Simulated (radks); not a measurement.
Question: Neutral tellurium, 52 electrons, occupied as [Kr] 4d10 5s2 5p4. Calculated with a radial shooting solver on a logarithmic mesh with Libxc functionals: scalar-relativistic Kohn-Sham, LDA (Slater exchange, Perdew-Wang correlation), spin-polarised, spherical densities, point nucleus; open shells are filled with parallel spins first (spin-orbit coupling, left out, can overturn this in heavy ions); hard spherical wall at 3 bohr. Some entries of the table are withheld. Estimate them.

| orbital | occ. | eigenvalue (hartree) | <r^2> (bohr^2) |
|---|---|---|---|
| 1s up | 1 | -1160.222 | 0.001050 |
| 1s down | 1 | -1160.217 | 0.001050 |
| 2s up | 1 | -177.3019 | 0.01697 |
| 2s down | 1 | -177.2991 | 0.01697 |
| 2p up | 3 | -159.1713 | 0.01341 |
| 2p down | 3 | -159.1671 | 0.01341 |
| 3s up | 1 | -34.66415 | 0.1191 |
| 3s down | 1 | -34.65942 | 0.1190 |
| 3p up | 3 | -28.77111 | 0.1193 |
| 3p down | 3 | -28.76595 | 0.1193 |
| 3d up | 5 | -19.83387 | 0.1046 |
| 3d down | 5 | -19.82898 | 0.1046 |
| 4s up | 1 | -5.32869 | 0.6670 |
| 4s down | 1 | -5.31851 | 0.6664 |
| 4p up | 3 | -3.50801 | 0.7822 |
| 4p down | 3 | -3.49697 | 0.7801 |
| 4d up | 5 | -0.87359 | 1.151 |
| 4d down | 5 | -0.85669 | 1.138 |
| 5s up | 1 | 0.09894 | 3.219 |
| 5s down | 1 | 0.15434 | 3.207 |
| 5p up | 3 | (1) | (2) |
| 5p down | 1 | (3) | (4) |
| 4f up | 0 | 1.47066 | 2.757 |
| 5d up | 0 | 1.50312 | (5) |
| 4f down | 0 | 1.51418 | 2.709 |
| 5d down | 0 | 1.55801 | (6) |
| 6s up | 0 | 2.94271 | 3.768 |
| 6s down | 0 | 2.98244 | 3.774 |

Answer: 
(1) 5p up eigenvalue (hartree): 0.60858
(2) 5p up <r^2> (bohr^2): 3.506
(3) 5p down eigenvalue (hartree): 0.66603
(4) 5p down <r^2> (bohr^2): 3.500
(5) 5d up <r^2> (bohr^2): 3.757
(6) 5d down <r^2> (bohr^2): 3.766
